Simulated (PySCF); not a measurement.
## Potential energy of SnB⁻ along the bond

Set-up: basis Sn def2-SVPD with ECP28, B def2-SVPD; scalar-relativistic core potentials; PySCF 2.14. Energies in eV from Sn⁻ + B in their ground configurations at the same level. State: ³Π (triplet), unpaired electrons σ ↑, π ↑.

```csv
R (Å),revPBE
1.825,-1.963
1.910,-2.508
1.995,-2.825
2.058,-2.950
2.122,-3.003
2.186,-3.000
2.271,-2.931
2.377,-2.775
2.504,-2.530
2.674,-2.177
```

Question: Put a parabola through the three lowest points of the revPBE curve and estimate Re, k and ωe (reduced mass 10.08 u; 1 eV/Å² = 0.16022 mdyn/Å; ωe = 1302.8·√(k/μ) cm⁻¹).

Answer: Through R = 2.058, 2.122, 2.186 Å the second-order coefficient is 6.84 eV/Å², so Re ≈ 2.151 Å, k ≈ 2.19 mdyn/Å and ωe ≈ 607 cm⁻¹. A polynomial fit of higher order to the unrounded revPBE energies gives Re = 2.149 Å, k = 1.97 mdyn/Å, ωe = 576 cm⁻¹; anharmonicity and rounding make the difference.

The higher-order fit for each curve: revPBE: Re = 2.149 Å, ωe = 576 cm⁻¹, De = 3.01 eV.

⟨S²⟩ of the unrestricted solution departs from its pure value on part of the curve, where spin states mix. Spin–orbit coupling is left out, which matters for elements this heavy, above all for dissociation energies. For an ion De counts to the pair picked by the measured ionisation energies or electron affinities, which need not be the lowest pair at this level. The highest Kohn–Sham level is positive in this anion. Much of that is self-interaction error, but it also means that the finite basis helps to hold the extra electron. The state is the lowest determinant that a PBE0 search found; another state may lie lower at other levels.
